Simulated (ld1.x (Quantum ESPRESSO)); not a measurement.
# Ranking TM potentials for chlorine (Cl)

All share these settings but for the change named:

- Element: chlorine (Cl)
- Generator: ld1.x (Quantum ESPRESSO) 7.5
- Type: norm-conserving Troullier–Martins (Kleinman–Bylander form)
- Functional: LDA (PZ)
- Relativity: fully relativistic
- Frozen core: [Ne]
- Valence charge: 7
- Reference configuration: 3s2 3p4.5 (charge +0.5)
- Partial waves: 3s (bound): rc 1.25 bohr; 3p (bound): rc 1.50 bohr; 3d channel at 0.35 Ry: rc 1.30 bohr
- Local potential: all-electron potential smoothed inside 1.00 bohr (lloc = -1)
- Core correction: none

Open shells are filled in proportion to 2j + 1 (rel_dist='average').

Cutoff: the first of the cutoffs (Ry, on a coarse ladder) from which the occupation-weighted sum of valence levels, in a spherical-Bessel basis at the reference potential, stays within 10 and 1 mRy of its value at 400 Ry; the density cutoff is not measured.

The base gives 45 Ry.

Of 8 variants that were run, those that failed, showed a ghost or another fault, or gave nearly equal values are left out.

A variant can come out equal or close to the base.

(1) Rank these variants from softest to hardest (loose cutoff).
A. wave 3s (bound): rc 1.25 bohr becomes 3s (bound): rc 1.42 bohr
B. wave 3s (bound): rc 1.25 bohr becomes 3s (bound): rc 1.74 bohr
C. wave 3s (bound): rc 1.25 bohr becomes 3s (bound): rc 1.58 bohr
D. wave 3s (bound): rc 1.25 bohr becomes 3s (bound): rc 0.84 bohr
E. wave 3s (bound): rc 1.25 bohr becomes 3s (bound): rc 1.12 bohr

Results:

(1) B (30 Ry), C (35 Ry), A (45 Ry), E (55 Ry), D (260 Ry).
